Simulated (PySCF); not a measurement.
1-[(1R,2R)-2-fluorocyclopropyl]ethanone (C₅H₇FO), SMILES [C@@H]1(C[C@H]1F)C(=O)C.

Coordinates come from a B3LYP-D3(BJ)/def2-SVP optimisation. One conformer was computed; it need not be the lowest.

The numbers are results of SMD-PBE0/def2-SVP (PySCF), not measurements.

Solvation free energies are E(SMD) − E(gas) at the gas-phase geometry, for 1 M in both phases. In vacuum the dipole moment is 3.73 D.

**Question.** Estimate the solvation free energies in water, dichloromethane, ethylethanoate. (Estimate from the structure and the level; the computed values follow.)

**Answer.** 
| solvent | ΔG(solv) (kcal/mol) | its non-electrostatic (CDS) part | dipole (D) |
|---|---|---|---|
| water | -5.2 | 4.1 | 5.28 |
| dichloromethane | -7.9 | -2.0 | 4.71 |
| ethylethanoate | -7.3 | -2.3 | 4.56 |
